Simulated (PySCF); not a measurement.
## Adding and removing an electron: GeH

r²SCAN; PySCF, scalar-relativistic core potentials, basis sets Ge aug-cc-pVDZ-PP with ECP10, H aug-cc-pVDZ. Neutral (UKS): doublet (π ↑), Re = 1.604 Å, ωe = 1870 cm⁻¹, De = 2.87 eV, HOMO -4.62 eV, LUMO -3.93 eV.

GeH⁻ (UKS): triplet (π ↑↑), Re = 1.630 Å, ωe = 1698 cm⁻¹, De = 2.78 eV to Ge⁻ + H. The energies at the minima are -295.00849 hartree for GeH and -295.05964 for GeH⁻.

Task: Work out the adiabatic electron affinity, without and with harmonic zero-point energies (1 hartree = 27.2114 eV, 1 eV = 8065.5 cm⁻¹), and the change of the bond length.

Result: At r²SCAN: 0.05115 hartree = 1.392 eV between the minima; the zero-point term (1870.0 − 1698.0)/2 cm⁻¹ = +0.011 eV makes it 1.403 eV. Re changes by +2.6 pm against the neutral. The electron enters a π orbital, which is non-bonding in a hydride.

Spin–orbit coupling is left out. For an ion De counts to the pair picked by the measured ionisation energies or electron affinities, which need not be the lowest pair at this level. The highest Kohn–Sham level is positive in this anion. Much of that is self-interaction error, but it also means that the finite basis helps to hold the extra electron. States were picked by a PBE0 search and need not be the measured ground states.
